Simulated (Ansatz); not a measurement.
## How methods differ on Si2H4OF2 (SMILES O[SiH](F)[SiH2]F)

Si2H4OF2 has 9 atoms, charge 0, and is taken as a singlet. As SMILES, `O[SiH](F)[SiH2]F`. Geometry: relaxed at PBE0-D4/def2-TZVP. This is one conformer, not always the lowest.

```xyz
9

O     0.8443    1.7667   -0.4850
Si    0.9694    0.1378   -0.4531
F     0.9867   -0.4597   -1.9385
Si   -0.8940   -0.7724    0.6683
F    -2.1339    0.2026    0.3338
H    -0.0142    2.1549   -0.6651
H     2.2846   -0.1639    0.1538
H    -1.2530   -2.1439    0.2266
H    -0.7015   -0.7683    2.1423
```

Each level gives the energy change with the Si2–H7 bond stretched from 1.480 to 1.702 Å (eV). The values are calculated.

```json
{"level": "PBE/def2-SVP (restricted)", "kind": "GGA", "program": "Ansatz", "value (eV)": "0.26", "less CCSD(T)/def2-SVP": "-0.10", "CPU time (all runs)": "15 s"}
{"level": "r2SCAN/def2-SVP (restricted)", "kind": "meta-GGA", "program": "Ansatz", "value (eV)": "0.32", "less CCSD(T)/def2-SVP": "-0.04", "CPU time (all runs)": "31 s"}
{"level": "BHLYP/def2-SVP (restricted)", "kind": "global hybrid", "program": "Ansatz", "value (eV)": "0.38", "less CCSD(T)/def2-SVP": "+0.02", "CPU time (all runs)": "21 s"}
{"level": "r2SCAN0/def2-SVP (restricted)", "kind": "hybrid meta-GGA", "program": "Ansatz", "value (eV)": "0.35", "less CCSD(T)/def2-SVP": "-0.01", "CPU time (all runs)": "36 s"}
{"level": "CAM-B3LYP/def2-SVP (restricted)", "kind": "range-separated hybrid", "program": "Ansatz", "value (eV)": "0.34", "less CCSD(T)/def2-SVP": "-0.02", "CPU time (all runs)": "21 s"}
{"level": "wB97M-V/def2-SVP (restricted)", "kind": "range-separated hybrid", "program": "Ansatz", "value (eV)": "0.35", "less CCSD(T)/def2-SVP": "-0.01", "CPU time (all runs)": "3.5 min"}
{"level": "PBE-QIDH/def2-SVP (restricted)", "kind": "double hybrid", "program": "Ansatz", "value (eV)": "0.38", "less CCSD(T)/def2-SVP": "+0.02", "CPU time (all runs)": "28 s"}
{"level": "CCSD(T)/def2-SVP (restricted)", "kind": "coupled cluster or CI", "program": "Ansatz", "value (eV)": "0.36", "less CCSD(T)/def2-SVP": "0.00", "CPU time (all runs)": "72 s"}
```

CCSD(T)/def2-SVP (restricted) is the highest level here, not the true value. The first shape isn't each level's own minimum. The values span 0.26 to 0.38 eV. CPU times are rough (shared hosts, several kinds of processor): they show what a rung costs within a factor of a few.
